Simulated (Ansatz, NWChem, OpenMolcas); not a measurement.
# GeH3Br (SMILES [GeH3][Br]): the electronic atomisation energy, rung by rung

The species is GeH3Br (5 atoms), meant as a singlet with charge 0. As SMILES, `[GeH3][Br]`. The coordinates come from a PBE0-D4/def2-TZVP relaxation.

Each level gives the electronic atomisation energy (eV). The values are calculated. Electronic energies at fixed atoms, without zero-point motion or spin-orbit coupling.

```tsv
level	kind	program	value (eV)	less CCSD(T)/aug-cc-pVDZ	CPU time (all runs)
SVWN5/aug-cc-pVDZ	LDA	OpenMolcas	14.12	+1.97	33 s
PBE/aug-cc-pVDZ	GGA	OpenMolcas	12.32	+0.17	43 s
M06-L/aug-cc-pVDZ	meta-GGA	OpenMolcas	12.66	+0.51	90 s
r2SCAN/aug-cc-pVDZ	meta-GGA	NWChem	12.64	+0.49	3.5 min
B3LYP/aug-cc-pVDZ	global hybrid	Ansatz	12.30	+0.15	18 s
M06-2X/aug-cc-pVDZ	hybrid meta-GGA	NWChem	12.18	+0.03	3.4 min
CAM-B3LYP/aug-cc-pVDZ	range-separated hybrid	Ansatz	12.42	+0.27	18 s
B2PLYP/aug-cc-pVDZ	double hybrid	Ansatz	12.26	+0.11	23 s
RPA@PBE/aug-cc-pVDZ	RPA	Ansatz	11.42	-0.73	22 s
CCSD(T)/aug-cc-pVDZ	coupled cluster or CI	Ansatz	12.15	0.00	36 s
```

CCSD(T)/aug-cc-pVDZ is the highest level here, not the true value. All-electron rows without a relativistic Hamiltonian named are non-relativistic. The values span 11.42 to 14.12 eV. In the correlated wave-function rows the outer d shell of Br, Ge is correlated, in sets not made for it. CPU times are rough (shared hosts, several kinds of processor and program).
